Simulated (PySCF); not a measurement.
Ga(OH)2(OMe) (CH5GaO3), SMILES [OH][Ga]([OH])[O]C. Geometry optimised at PBE0-D3(BJ)/def2-SVP. The structure was generated by enumeration; whether it is a known compound was not checked. The values are those of a single conformer.

Computed equilibrium geometry at PBE0-D3(BJ)/def2-SVP (PySCF confirms it by a frequency run) as a Z-matrix (one conformer of several):
```
Ga
O 1 1.7694
C 2 1.4019 1 124.13
H 3 1.1046 2 110.16 1 121.58
H 3 1.1047 4 107.44 2 -120.08
H 3 1.1050 4 107.64 5 -115.65
O 1 1.7731 2 119.65 3 179.89
H 7 0.9632 1 112.81 2 -0.02
O 1 1.7734 2 119.48 3 -0.15
H 9 0.9628 1 112.96 2 -179.93
```
Charge 0, spin multiplicity 1.
